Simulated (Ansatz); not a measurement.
Consider the redistribution: `NC[SiH](N)N` + `CB[SiH2]S` → `CB[SiH](N)N` + `NC[SiH2]S`.

Gas-phase electronic energies from Ansatz, PBE0-D4/def2-TZVP geometries. CBS: MP2 limit from def2 TZ/QZ plus the TZ coupled-cluster correction, frozen cores. DFT in def2-TZVPP. Each species was taken in one conformer, which may not be the lowest.

`NC[SiH](N)N`:

Z-matrix (Å, degrees):
```
C
Si 1 1.883
N 1 1.471 2 114.3
H 1 1.095 2 109.8 3 -122.1
H 1 1.098 2 110.4 3 122.8
N 2 1.714 1 115.8 3 52.7
N 2 1.721 1 104.8 3 -63.6
H 2 1.497 1 109.6 3 170.2
H 3 1.014 1 109.5 2 50.5
H 3 1.014 1 109.4 2 -65.1
H 6 1.005 2 121.6 1 95.0
H 6 1.006 2 122.6 1 -63.1
H 7 1.007 2 120.2 1 -44.9
H 7 1.008 2 119.4 1 171.7
```

`CB[SiH2]S`:

Z-matrix (Å, degrees):
```
C
B 1 1.547
H 1 1.092 2 114.7
H 1 1.106 2 102.9 3 -113.9
H 1 1.091 2 116.2 3 130.8
Si 2 2.016 1 124.3 3 -153.4
H 2 1.201 1 119.2 3 30.3
S 6 2.149 2 108.6 1 1.6
H 6 1.492 2 110.1 1 122.4
H 6 1.492 2 111.0 1 -119.7
H 8 1.343 6 95.9 2 179.7
```

`CB[SiH](N)N`:

Z-matrix (Å, degrees):
```
C
B 1 1.556
H 1 1.105 2 103.5
H 1 1.093 2 114.5 3 -113.5
H 1 1.092 2 116.2 3 116.5
Si 2 2.021 1 125.0 3 -101.6
H 2 1.204 1 117.3 3 79.4
N 6 1.730 2 112.3 1 -103.1
N 6 1.719 2 108.1 1 15.6
H 6 1.498 2 111.5 1 142.7
H 8 1.007 6 119.8 2 -90.1
H 8 1.008 6 120.5 2 55.9
H 9 1.006 6 120.7 2 25.3
H 9 1.007 6 122.1 2 177.2
```

`NC[SiH2]S`:

Z-matrix (Å, degrees):
```
C
Si 1 1.880
N 1 1.458 2 108.3
H 1 1.101 2 110.5 3 -127.3
H 1 1.095 2 106.8 3 117.5
S 2 2.143 1 112.3 3 173.9
H 2 1.482 1 111.3 3 -69.3
H 2 1.490 1 108.5 3 51.4
H 3 1.012 1 111.6 2 172.7
H 3 1.012 1 111.1 2 -67.6
H 6 1.344 2 94.8 1 -64.0
```

```json
{"level": "PBE-D4", "ΔE (kJ/mol)": "15.0"}
{"level": "PBE0-D4", "ΔE (kJ/mol)": "15.9"}
{"level": "SCS-MP2/def2-QZVPP", "ΔE (kJ/mol)": "12.4"}
{"level": "MP2/CBS(def2)", "ΔE (kJ/mol)": "13.5"}
```

(1) What does CCSD(T)/CBS give? (Estimate.)

Largest T1 diagnostic among the species: 0.011.

Results:

(1) Computed: +14.1 kJ/mol. The listed levels differ from it by 0.9, 1.8, -1.7, -0.6 kJ/mol.
